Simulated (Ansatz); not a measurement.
```xyz
11

Si    1.604    1.050    0.124
Si    0.492   -0.999    0.038
B    -1.067   -1.435   -0.942
Si   -1.864    0.038   -0.076
H     1.527    1.653    1.482
H     3.039    0.808   -0.194
H     1.041    1.994   -0.873
H     1.200   -2.016    0.870
H    -1.538   -2.522   -1.054
H    -1.300    1.411   -0.073
H    -3.134    0.017    0.698
```

Charge 0, multiplicity 1.

Task: List the B3LYP/def2-TZVPP orbital energies in eV (Ansatz 0.2.0). (An estimate is asked.)

Result: Ansatz gave: Occupied: -1799.19, -1799.09, -1799.04, -183.42, -143.76, -143.65, -143.62, -99.15, -99.04, -99.00, -99.00, -98.97, -98.96, -98.95, -98.90, -98.86, -16.48, -14.89, -13.45, -11.97, -10.67, -9.85, -9.80, -9.42, -8.39, -7.43, -6.51. Lowest empty: -2.04, -1.67, -0.05, 0.05, 0.53, 0.69, 0.81, 1.17.

B3LYP here is the variant with VWN-RPA as its local correlation; programs differ in this.
